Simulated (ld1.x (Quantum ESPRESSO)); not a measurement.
# Fe (Z = 26): variants of one TM potential

Base potential:

```
Element                 : iron
Generator               : ld1.x (Quantum ESPRESSO) 7.5
Type                    : norm-conserving Troullier–Martins (Kleinman–Bylander form)
Functional              : PBE
Relativity              : fully relativistic
Frozen core             : [Ne]
Valence charge          : 16
Reference configuration : 3s2 3p6 3d6.5 4s1.5 4p0
Partial waves           : 3s (bound): rc 1.30 bohr; 3p (bound): rc 1.05 bohr; 3d (bound): rc 1.45 bohr
Local potential         : the d channel
Core correction         : none
```

Open shells are filled in proportion to 2j + 1 (rel_dist='average').

Occupied shells without a wave of their own: 4s. They enter only through the test configuration that unscreens the potential.

Cutoffs, loose and tight: the cutoffs (Ry, on a coarse ladder) from which the occupation-weighted sum of valence levels, in a spherical-Bessel basis at the reference potential, stays within 10 and 1 mRy of its value at 400 Ry. They do not see the model core or the augmentation charge, which bear on the density cutoff. Test errors are all-electron minus pseudo excitation energies from the reference, over the configurations 3s2 3p6 3d6 4s2 4p0; 3s2 3p6 3d6 4s1 4p0; 3s2 3p6 3d6 4s0 4p0; 3s2 3p6 3d6 4s1.5 4p0; 3s2 3p6 3d5 4s2 4p1; 3s2 3p6 3d6 4s0 4p2; 3s2 3p6 3d7 4s1 4p0. A dash means not determined; rows that change the core or the reference have their own tests.

Cutoffs are not given where the Bessel-basis levels miss the radial ones by over 6 mRy, ghosts where they miss by over 20 mRy; a channel whose overlap is not positive is not tested.

```tsv
change	outcome	cutoff, loose	cutoff, tight	bound ghosts	largest test error (meV)
base	generated, misses its reference levels by 0.43 eV	120 Ry	180 Ry	none	-1425
all radii scaled by about 0.77 (s 1.00, p 0.80, d 1.12 bohr)	generated, misses its reference levels by 0.19 eV	–	–	not determined	-591
all radii scaled by about 0.87 (s 1.14, p 0.92, d 1.26 bohr)	generated, misses its reference levels by 0.28 eV	–	–	none	-903
all radii scaled by about 0.97 (s 1.26, p 1.02, d 1.40 bohr)	generated, misses its reference levels by 0.39 eV	120 Ry	200 Ry	none	-1288
all radii scaled by about 1.09 (s 1.42, p 1.14, d 1.58 bohr)	generated, misses its reference levels by 0.56 eV	100 Ry	160 Ry	none	-1963
all radii scaled by about 1.18 (s 1.54, p 1.24, d 1.72 bohr)	generated, misses its reference levels by 0.88 eV	90 Ry	160 Ry	none	-3128
all radii scaled by about 1.38 (s 1.80, p 1.44, d 2.00 bohr)	generated, misses its reference levels by 1.66 eV	–	–	none	-6296
```

(1) What comes out with this change to the base: all radii scaled by about 1.28 (s 1.66, p 1.34, d 1.86 bohr)?

## Answers

(1) outcome: generated, misses its reference levels by 1.20 eV; cutoff, loose: 80 Ry; cutoff, tight: 140 Ry; bound ghosts: none; largest test error (meV): -4409.

Reading the sweep of the scale of all radii (base = 1) (base included, trends over the rows without a ghost): The loose cutoff falls from 120 Ry at 0.97 to 80 Ry at 1.28. A larger radius leaves more room for a smooth pseudo-wave, so fewer plane waves are needed; a smaller one forces it to follow the all-electron wave where it bends sharply. The median size of the test errors (rows with all tests solved) rises from 221.2 meV at 0.87 to 1409.4 meV at 1.38. More of the atom is replaced by a form fitted at one configuration, so other configurations suffer as the radius grows.
